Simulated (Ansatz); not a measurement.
Ligand exchange: InH2(OH) + MgH(SH) → InH2(SH) + MgH(OH)

Species: InH2(OH), singlet; MgH(SH), singlet; InH2(SH), singlet; MgH(OH), singlet. The partners trade OH for SH: In–OH and Mg–SH bonds give way to In–SH and Mg–OH.

Shapes, held fixed at every level: PBE0-D4/def2-TZVP. Programs: Ansatz 0.2.0. The zero-point and thermal change to 298 K, harmonic and unscaled (PBE0-D4/def2-TZVP), is +1.3 kJ/mol.

| level | kind | ΔH(298 K) (kJ/mol) | less CCSD(T)/def2-TZVPP |
| --- | --- | --- | --- |
| HF/def2-SVP | Hartree–Fock | -64.9 | -17.5 |
| HF/def2-TZVPP | Hartree–Fock | -51.5 | -4.1 |
| SPW92/def2-TZVPP | LDA | -48.9 | -1.5 |
| r2SCAN0-D4/def2-TZVPP | global hybrid | -51.8 | -4.4 |
| MP2/def2-TZVPP | perturbation theory | -52.1 | -4.7 |
| CCSD/def2-SVP | coupled cluster or CI | -58.6 | -11.2 |
| CCSD(T)/def2-TZVPP | coupled cluster or CI | -47.4 | 0.0 |

The highest level, CCSD(T)/def2-TZVPP, gives ΔH(298 K) = -47.4 kJ/mol; the levels span -64.9 to -47.4. The column of differences is taken from that level and isn't an error. No measured value is set beside it here. For atoms past krypton def2 sets carry core potentials with scalar relativity. Outer-core shells of In, Mg are correlated, in sets that cover them unevenly.
